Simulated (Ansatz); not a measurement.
Basis-set extrapolation for C$_{7}$H$_{9}$N (`N#CC1C=CCCC1`) (PBE0-D4/def2-TZVP geometry, frozen core, Ansatz). Multiplicity 1, RHF reference.

```tsv
	def2-TZVPP	def2-QZVPP
HF	-324.868428	-324.882102
MP2 correlation	-1.326031	-1.409904
CCSD(T) correlation	-1.436856	not run
```

Energies in hartree. Use E(X) = E(∞) + A·exp(−7.88·√X) for Hartree–Fock and E(X) = E(∞) + B·X^(−2.97) for correlation, with X = 3 and 4, and add CCSD(T) minus MP2 of the smaller set to the MP2 limit.

Q: What is the CCSD(T) energy at the basis-set limit?

A: HF limit: -324.882102 + (-0.013674) × 0.13774 = -324.88399. MP2 limit: -1.409904 + (-0.083873) × 0.74074 = -1.47203. Higher-order term: -1.436856 − (-1.326031) = -0.11082. Total: -326.46684 hartree, 424.2 kJ/mol below CCSD(T)/def2-TZVPP.
